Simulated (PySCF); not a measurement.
**Basis-set dependence of excited states**

Species: C₂H₃BF₄.
SMILES: `C(CBF)(F)(F)F`

TDDFT with PBE0 (PySCF), vertical singlets, core orbitals frozen in the response, spherical d and f functions. The structure is a single PBE0-D3(BJ)/def2-SVP conformer in the gas phase; no vibrational or solvent corrections.

```json
{"basis": "6-31G*", "functions": "104", "diffuse": "no", "S1 (eV)": "6.60", "S2 (eV)": "8.53", "S3 (eV)": "9.48", "S4 (eV)": "9.51", "S5 (eV)": "9.60", "LUMO (eV)": "-0.63", "α (au)": "32.6"}
{"basis": "def2-SVP", "functions": "113", "diffuse": "no", "S1 (eV)": "6.53", "S2 (eV)": "8.53", "S3 (eV)": "9.42", "S4 (eV)": "9.52", "S5 (eV)": "9.56", "LUMO (eV)": "-0.96", "α (au)": "32.3"}
{"basis": "6-31+G*", "functions": "132", "diffuse": "yes", "S1 (eV)": "6.52", "S2 (eV)": "8.59", "S3 (eV)": "8.73", "S4 (eV)": "9.25", "S5 (eV)": "9.46", "LUMO (eV)": "-1.14", "α (au)": "38.3"}
{"basis": "def2-SVPD", "functions": "176", "diffuse": "yes", "S1 (eV)": "6.48", "S2 (eV)": "8.56", "S3 (eV)": "9.02", "S4 (eV)": "9.37", "S5 (eV)": "9.57", "LUMO (eV)": "-1.22", "α (au)": "41.0"}
{"basis": "aug-cc-pVDZ", "functions": "188", "diffuse": "yes", "S1 (eV)": "6.44", "S2 (eV)": "8.46", "S3 (eV)": "8.58", "S4 (eV)": "9.08", "S5 (eV)": "9.26", "LUMO (eV)": "-1.20", "α (au)": "41.3"}
{"basis": "def2-TZVP", "functions": "235", "diffuse": "no", "S1 (eV)": "6.49", "S2 (eV)": "8.51", "S3 (eV)": "9.36", "S4 (eV)": "9.38", "S5 (eV)": "9.55", "LUMO (eV)": "-1.10", "α (au)": "38.6"}
{"basis": "def2-TZVPD", "functions": "298", "diffuse": "yes", "S1 (eV)": "6.47", "S2 (eV)": "8.49", "S3 (eV)": "8.70", "S4 (eV)": "9.25", "S5 (eV)": "9.37", "LUMO (eV)": "-1.17", "α (au)": "41.7"}
```

Task: Compare the sets with the largest diffuse one.

Result: States are compared by their number. Against the largest diffuse basis here (def2-TZVPD, itself not a converged limit), sets without diffuse functions differ by up to 0.13 eV in S1 and 0.23 eV in S5; the smaller diffuse sets differ by up to 0.06 and 0.20 eV. State by state, the largest deviation of a set without diffuse functions is S1 0.13, S2 0.04, S3 0.78, S4 0.27, S5 0.23 eV. The same number needn't mean the same state in each row. Against def2-TZVPD the polarisability deviates by -22% in 6-31G*, -22% in def2-SVP, -8% in 6-31+G*, -2% in def2-SVPD, -1% in aug-cc-pVDZ, -7% in def2-TZVP. A single + in a Pople set puts diffuse functions on heavy atoms only.
